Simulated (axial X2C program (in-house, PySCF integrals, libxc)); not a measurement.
## PrH: the levels of the configuration f2 s1 d(πδ)1

Calculated with an axial X2C code built on PySCF integrals: two-component X2C with atomic mean-field Coulomb and Gaunt terms, basis Pr dyall-v4z, H dyall-v4z (cores contracted in-house). Orbitals come from Hartree–Fock averaged over the configuration Pr f2 s1 d(πδ)1; CI then distributes these electrons over the f, s, d(πδ) shells of Pr.

R = 2.101 Å (near the minimum of the configuration average).

Active spinors (ω > 0):

```
shell    ω  ε (eV)                     character
    f  5/2    6.19                     100% Pr f
    f  3/2    6.26                     100% Pr f
    f  1/2    6.27                      99% Pr f
    f  7/2    6.43                     100% Pr f
    f  5/2    6.49                     100% Pr f
    f  1/2    6.52                      99% Pr f
    f  3/2    6.53                     100% Pr f
    s  1/2   -2.29  70% Pr s, 16% Pr p, 12% Pr d
d(πδ)  3/2    1.39                     100% Pr d
d(πδ)  5/2    1.45                     100% Pr d
d(πδ)  1/2    1.49             93% Pr d, 4% Pr p
d(πδ)  3/2    1.55                      94% Pr d
```

Lowest levels of this model:

```csv
Ω,energy (cm⁻¹),g∥,μ (D),configuration
5,0,6.34,-3.10,100% f2 s1 d(πδ)1
4,452,4.53,-3.01,99% f2 s1 d(πδ)1
6,919,10.47,-3.09,100% f2 s1 d(πδ)1
3,1091,2.99,-2.97,99% f2 s1 d(πδ)1
5,1333,8.56,-2.99,99% f2 s1 d(πδ)1
2,1538,1.46,-2.96,99% f2 s1 d(πδ)1
4,1847,7.05,-2.95,99% f2 s1 d(πδ)1
1,1915,0.08,-2.93,99% f2 s1 d(πδ)1
7,2076,14.48,-3.10,99% f2 s1 d(πδ)1
0,2116,0.00,-2.90,99% f2 s1 d(πδ)1
3,2241,5.38,-2.94,99% f2 s1 d(πδ)1
6,2422,12.46,-2.99,100% f2 s1 d(πδ)1
2,2544,3.85,-2.92,99% f2 s1 d(πδ)1
0,2616,0.00,-2.88,99% f2 s1 d(πδ)1
1,2639,2.45,-2.88,99% f2 s1 d(πδ)1
5,2832,10.82,-2.95,99% f2 s1 d(πδ)1
4,2887,4.38,-2.04,95% f2 s1 d(πδ)1
4,3158,8.92,-2.92,99% f2 s1 d(πδ)1
2,3302,4.21,-2.76,99% f2 s1 d(πδ)1
1,3379,1.67,-2.78,99% f2 s1 d(πδ)1
3,3418,7.15,-2.92,99% f2 s1 d(πδ)1
0,3423,0.00,-2.84,97% f2 s1 d(πδ)1
8,3429,18.34,-3.10,100% f2 s1 d(πδ)1
0,3450,0.00,-2.77,99% f2 s1 d(πδ)1
1,3526,1.84,-2.82,98% f2 s1 d(πδ)1
3,3583,6.54,-2.57,98% f2 s1 d(πδ)1
5,3618,8.25,-2.13,99% f2 s1 d(πδ)1
7,3693,16.10,-2.98,100% f2 s1 d(πδ)1
2,3704,4.94,-2.85,99% f2 s1 d(πδ)1
0,3946,0.00,-2.81,98% f2 s1 d(πδ)1
```

g∥ is the magnitude of 2⟨Lz + ge Sz⟩ for the +Ω component. μ is positive if the H end is positive.

Question: From Ω and g∥ of the lowest level, whose 2⟨Lz + ge Sz⟩ is positive, find ⟨Sz⟩ and ⟨Lz⟩ (ge = 2.0023).

Answer: Ω = ⟨Lz⟩ + ⟨Sz⟩ = 5 and ⟨Lz⟩ + ge⟨Sz⟩ = 3.170, so ⟨Sz⟩ = -1.83 and ⟨Lz⟩ = 6.83.

Occupations of the active spinors in the lowest level by ω, shell by shell in order of energy: -7/2: 0.00; -5/2: 0.00 0.00 0.00; -3/2: 0.00 0.00 0.00 0.00; -1/2: 0.00 0.00 0.98 0.00; 1/2: 0.04 0.01 0.02 0.01; 3/2: 0.91 0.04 0.97 0.01; 5/2: 0.94 0.04 0.01; 7/2: 0.02. The leading determinant has weight 0.87 among 456.

This point took 3.8 s on 1 thread of AMD EPYC 7R43 64-Core Processor (Zen 3), on a shared host.

There is no dynamic correlation: spin–orbit spacings and, for f shells, spacings inside one term are the most reliable numbers, splittings between terms come out too wide, and energies between configurations are not reliable, so the lowest level need not be the ground state of the molecule. At most 4 roots were kept for each Ω > 0 (twice that for Ω = 0) within 2.2 eV of the lowest, so higher up levels can be missing between those listed; levels with Ω > 0 are doubly degenerate and listed once, Ω = 0 levels singly.
